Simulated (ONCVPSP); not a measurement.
## O (Z = 8): variants of one ONCV potential

Base potential:

* Element: oxygen (O)
* Generator: ONCVPSP 4.0.1
* Type: optimised norm-conserving Vanderbilt (ONCV)
* Functional: PBE
* Relativity: fully relativistic
* Frozen core: [He]
* Valence charge: 6
* Reference configuration: 2s2 2p2 (charge +2)
* Partial waves: 2s: rc 0.80 bohr, ncon 4, nbas 7, qcut 8.5 1/bohr, 2 projectors, debl 2.4 Ha; 2p: rc 1.95 bohr, ncon 4, nbas 8, qcut 6.7 1/bohr, 2 projectors, debl 3.8 Ha
* Local potential: polynomial inside 0.70 bohr (lpopt 5, dvloc0 6 Ha)
* Core correction: none

Open shells are filled in proportion to 2j + 1.

Cutoffs, loose and tight: the cutoffs (Ha) at which the residual kinetic energy of the hardest occupied pseudo-wave falls to 1 and 0.1 mHa per electron. They do not see the model core or the augmentation charge, which bear on the density cutoff. Test errors are all-electron minus pseudo excitation energies from the reference, over the configurations 2s2 2p4; 2s2 2p3; 2s2 2p1; 2s0 2p6. A dash means not determined; rows that change the core or the reference have their own tests.

```csv
change,outcome,"cutoff, loose","cutoff, tight",bound ghosts,GHOST(+) flags above zero,largest test error (meV)
base,generated,66 Ha,166 Ha,none,none,+2106
functional PW91,generated,66 Ha,166 Ha,none,none,+2125
"core correction Teter function, fcfact 3, rcfact 1.65",generated,66 Ha,166 Ha,none,none,+2109
"s: ncon 5, nbas 8",generated,67 Ha,183 Ha,none,none,+2098
```

Task: What comes out with this change to the base: reference 2s2 2p4?

Result: outcome: generated; cutoff, loose: 45 Ha; cutoff, tight: 160 Ha; bound ghosts: none; GHOST(+) flags above zero: none; largest test error (meV): +6830.

Task: What comes out with this change to the base: all radii scaled by about 0.87 (s 0.70, p 1.70 bohr); local potential polynomial inside 0.62 bohr (lpopt 5, dvloc0 6 Ha)?

Result: outcome: generated; cutoff, loose: 50 Ha; cutoff, tight: 161 Ha; bound ghosts: none; GHOST(+) flags above zero: s; largest test error (meV): +1469.

Task: What comes out with this change to the base: s: qcut 5.7?

Result: outcome: generated; cutoff, loose: 162 Ha; cutoff, tight: 196 Ha; bound ghosts: none; GHOST(+) flags above zero: s; largest test error (meV): +2193.
